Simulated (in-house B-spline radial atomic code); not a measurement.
Radial electron density of P⁸⁺, [He] 2s2 2p3. Method: non-relativistic r2SCAN0, spin-polarised, spherical fractional occupations, point nucleus. Calculated with a radial B-spline atomic code at the basis-set limit.

Columns: r (bohr), 4πr²n(r) (electrons per bohr), bar.

```
 0.00387   0.3704 #
  0.0045   0.4915 #
 0.00524   0.6518 ##
  0.0061   0.8608 ##
  0.0071    1.132 ###
 0.00827    1.483 ####
 0.00963     1.93 #####
  0.0112    2.491 ######
   0.013    3.179 ########
  0.0152    4.069 ###########
  0.0177     5.12 #############
  0.0206    6.358 ################
   0.024    7.796 ####################
  0.0279    9.377 ########################
  0.0325    11.09 #############################
  0.0378    12.81 #################################
   0.044    14.44 #####################################
  0.0513    15.81 #########################################
  0.0597    16.71 ###########################################
  0.0695    16.99 ############################################
  0.0809    16.55 ###########################################
  0.0942    15.39 ########################################
    0.11    13.63 ###################################
   0.128    11.67 ##############################
   0.149    9.886 ##########################
   0.173    8.726 #######################
   0.201    8.407 ######################
   0.235    8.957 #######################
   0.273    9.983 ##########################
   0.318    10.94 ############################
    0.37     11.2 #############################
   0.431     10.4 ###########################
   0.502    8.582 ######################
   0.584    6.202 ################
    0.68    3.838 ##########
   0.792     1.99 #####
   0.922   0.8458 ##
    1.07   0.2926 #
    1.25  0.07361 
    1.45  0.01464 
    1.69 0.001947
```

On this grid the curve has 2 maxima, near 0.0695, 0.37 bohr.

The 2s up radial function P(r) = rR(r), positive near the nucleus:

```tsv
r (bohr)	P
0.00133	0.04419
0.00181	0.0597
0.00245	0.08004
0.00332	0.107
0.0045	0.1425
0.0061	0.1885
0.00827	0.2472
0.0112	0.32
0.0152	0.4079
0.0206	0.5073
0.0279	0.6099
0.0378	0.6987
0.0513	0.7438
0.0695	0.7008
0.0942	0.5189
0.128	0.1555
0.173	-0.3682
0.235	-0.965
0.318	-1.417
0.431	-1.518
0.584	-1.207
0.792	-0.6794
1.07	-0.2515
1.45	-0.05254
```
